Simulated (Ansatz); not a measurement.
System: SiCl$_{2}$ (charge 0, triplet). This is an excited triplet: at this geometry the singlet lies 2.12 eV lower at RI-MP2/CBS(aug-cc-pV(T+d)Z,aug-cc-pV(Q+d)Z)+[CCSD(T)-MP2]/aug-cc-pV(T+d)Z. 
Coordinates optimised at B3LYP-D3(BJ)/def2-TZVP (Ansatz, a quantum-chemistry and plane-wave program):
```xyz
3

Si    -0.0175     0.0179     0.7482
Cl     1.1448     1.3506    -0.3139
Cl    -1.1304    -1.3653    -0.3022
```
Charge 0, spin multiplicity 3.

Parts of the frozen-core correlation energy in STO-3G (Ansatz, hartree). Frozen orbitals: 15; correlated occupied orbitals by spin: 10 and 8; virtual: 2 and 4. Open shells are spin-unrestricted. Spin-orbit coupling is left out. No relativistic terms.

| term | value |
|---|---|
| reference (HF) | -1194.77131 |
| MP2 opposite-spin | (withheld) |
| MP2 same-spin | -0.00379 |
| CCSD correlation | (withheld) |
| (T) | (withheld) |
| T1 diagnostic | 0.010 |
| largest doubles amplitude | 0.044 |
| <S^2> of the reference | 2.002 |

Problem. Complete the blanks.

Solution. 
- MP2 opposite-spin, value: -0.02016
- CCSD correlation, value: -0.03286
- (T), value: -0.00108
